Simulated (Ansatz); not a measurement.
Stepwise reaction of `F[SiH2][SiH](F)F` with water, as a gas-phase model of exchange steps in deposition or etching. ΔE in kJ/mol; ΔG adds harmonic PBE0-D4 terms to CCSD(T)/CBS, at 1 bar.

Isolated molecules relaxed with PBE0-D4/def2-TZVP in Ansatz; ΔE leaves out vibrations. CCSD(T)/CBS adds triple-zeta CCSD(T) − MP2 to the extrapolated MP2 energy (def2 sets, frozen cores). This one scheme is used for every species. Functionals use def2-TZVPP. B3LYP here is the variant with VWN-RPA as its local correlation; programs differ in this. Each species was taken in one conformer, which may not be the lowest.

| step | reaction | PBE-D4 | B3LYP-D4 | ωB97M-V | CCSD(T)/CBS | ΔG(600 K) |
| --- | --- | --- | --- | --- | --- | --- |
| 1 | `F[SiH2][SiH](F)F` + H₂O → `O[SiH](F)[SiH2]F` + H–F | 34.3 | 37.8 | 37.0 | 37.2 | 39.4 |

Task: Give the row of step 2, `O[SiH](F)[SiH2]F` + H₂O → `O[SiH2][SiH](O)F` + H–F. (Estimate.)

Result: The calculation gave: 
| step | reaction | PBE-D4 | B3LYP-D4 | ωB97M-V | CCSD(T)/CBS | ΔG(600 K) |
| --- | --- | --- | --- | --- | --- | --- |
| 2 | `O[SiH](F)[SiH2]F` + H₂O → `O[SiH2][SiH](O)F` + H–F | 36.2 | 39.1 | 37.8 | 37.5 | 42.3 |

Task: By hand: ΔE of the 2 steps together at CCSD(T)/CBS.

Result: (37.2) + (37.5) = 74.7 kJ/mol, or 37.4 kJ/mol a step.

In ΔE the steps differ by no more than 0.3 kJ/mol. All are uphill at CCSD(T)/CBS. ΔG lies between 39.4 and 42.3 kJ/mol a step. PBE-D4 differs from CCSD(T)/CBS by -2.9 to -1.3 kJ/mol a step. Isolated molecules leave out the surface, adducts and barriers. Largest T1 diagnostic: 0.012.
